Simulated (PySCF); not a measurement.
# Telling isomers of C7H6ClN apart by NMR

PySCF 2.14.0 with density-fitted response routines calculation with shielding tensors at PBE0/pcSseg-1 (GIAO) and GFN2-xTB geometry; one computed conformer, isolated molecule, relativity neglected, one averaged value for each set of equivalent atoms.

References, each an isolated molecule treated in the same way: TMS for 1H (σ = 31.72 ppm) and 13C (σ = 186.93 ppm). Where no couplings were computed, multiplicities follow the n + 1 count of equivalent neighbours, and m marks all less simple cases (inequivalent or close neighbours, rings, F or P nearby). Shifts are as computed. Against solution values, carbons near 30 ppm lie about +3 ppm off and those near 130 ppm about +5 ppm; carbons on Cl a further +6 ppm. Of 1211 compounds with measured shifts, 218 miss one by over three times the rms of a fit or turn the order of signals round; such compounds aren't used in these exercises. Carbons bonded to Cl come out too deshielded.

(1) Tabulate the signals of `C#C/C=C(/CCl)CC#N`, `C=Nc1cccc(Cl)c1`, `N#C/C=C1C=C\1CCCl`, `Cl/C=C/c1ccccn1` and their relative energies.

(2) What is the quickest way to tell C=Nc1cccc(Cl)c1 from Cl/C=C/c1ccccn1?

(3) What is the quickest way to tell N#C/C=C1C=C\1CCCl from Cl/C=C/c1ccccn1?

(4) What is the quickest way to tell C#C/C=C(/CCl)CC#N from N#C/C=C1C=C\1CCCl?

Answers

(1) 
```tsv
SMILES	carbon types	δC	δH	E rel. (kcal/mol)
C#C/C=C(/CCl)CC#N	3×C 2×CH 2×CH2	153.4, 120.9, 120.3, 98.3, 83.5, 53.4, 19.9	6.01 (d, 1H), 4.39 (s, 2H), 3.63 (s, 2H), 3.24 (d, 1H)	55.8
C=Nc1cccc(Cl)c1	2×C 4×CH 1×CH2	158.2, 155.4, 146.5, 135.3, 131.3, 127.7, 121.0	7.71 (d, 1H), 7.61 (m, 1H), 7.45 (d, 1H), 7.40 (d, 1H), 7.31 (d, 1H), 6.82 (s, 1H)	4.1
N#C/C=C1C=C\1CCCl	3×C 2×CH 2×CH2	153.9, 138.9, 137.3, 122.8, 55.7, 46.6, 34.1	8.04 (s, 1H), 4.38 (s, 1H), 3.93 (t, 2H), 3.08 (t, 2H)	62.1
Cl/C=C/c1ccccn1	1×C 6×CH	158.9, 155.6, 143.0, 142.2, 138.7, 127.4, 126.8	8.85 (d, 1H), 8.13 (d, 1H), 7.90 (m, 1H), 7.22 (m, 1H), 7.12 (d, 1H), 6.80 (d, 1H)	0.0
```

Energies are electronic energies at PBE0/pcSseg-1 on these geometries, without zero-point or thermal terms, each for the one conformer computed, which needn't be the lowest.

(2) Both give the same number of carbon signals, but DEPT or the intensities differ. The first has a C=N carbon (CH2) at 155.4 ppm, the second an aromatic CH next to a ring nitrogen at 155.6 ppm. Their most deshielded carbons lie at 158.2 and 158.9 ppm. In the proton spectra the most deshielded non-exchanging signals are 7.71 (d, 1H) and 8.85 (d, 1H).

(3) Both give the same number of carbon signals, but DEPT or the intensities differ. The first has an alkene CH at 55.7 ppm, the second an aromatic CH next to a ring nitrogen at 155.6 ppm. Their most deshielded carbons lie at 153.9 and 158.9 ppm. In the proton spectra the most deshielded non-exchanging signals are 8.04 (s, 1H) and 8.85 (d, 1H).

(4) Both give the same number of carbon signals, with the same numbers of each carbon type, so the positions decide. The first has an alkyne carbon (C) at 83.5 ppm, the second an alkene CH at 55.7 ppm. Their most deshielded carbons lie at 153.4 and 153.9 ppm. In the proton spectra the most deshielded non-exchanging signals are 6.01 (d, 1H) and 8.04 (s, 1H).
